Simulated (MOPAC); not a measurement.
System: H2B (cation, charge +1), singlet: map of symmetric stretch and bend. Scanned: B-H bond length and H-B-H angle.

Computed with MOPAC with PM7, restricted, heats of formation.

Energy in eV above the lowest grid point; x is the B-H bond length (Å), y the H-B-H angle (°).

```
y \ x    0.99   1.04   1.12   1.16   1.24   1.30   1.35   1.39   1.46   1.53   1.58
------  -----  -----  -----  -----  -----  -----  -----  -----  -----  -----  -----
180     0.869  0.410  0.043  0.000  0.139  0.399  0.696  0.975  1.532  2.149  2.615
172.01  0.883  0.424  0.056  0.013  0.152  0.412  0.709  0.987  1.544  2.161  2.626
162.41  0.939  0.479  0.109  0.065  0.201  0.461  0.756  1.035  1.590  2.207  2.671
152.33  1.043  0.580  0.206  0.161  0.293  0.551  0.845  1.122  1.675  2.290  2.754
138.98  1.249  0.782  0.400  0.351  0.477  0.730  1.021  1.296  1.846  2.458  2.919
129.17  1.449  0.977  0.588  0.535  0.655  0.903  1.191  1.463  2.010  2.620  3.080
117.66  1.728  1.250  0.852  0.793  0.903  1.145  1.428  1.697  2.239  2.847  3.306
109.40  1.953  1.470  1.063  1.000  1.101  1.337  1.616  1.882  2.421  3.026  3.485
97.56   2.293  1.801  1.379  1.309  1.396  1.620  1.890  2.150  2.679  3.278  3.735
87.77   2.572  2.068  1.629  1.551  1.621  1.834  2.093  2.343  2.856  3.439  3.883
81.41   2.742  2.226  1.772  1.687  1.743  1.945  2.196  2.439  2.939  3.506  3.938
70      3.023  2.463  1.956  1.850  1.871  2.049  2.281  2.511  2.985  3.527  3.942
```

Points that lie below all their neighbours on the grid: x = 1.16, y = 180 on the edge of the grid (0.000 eV).
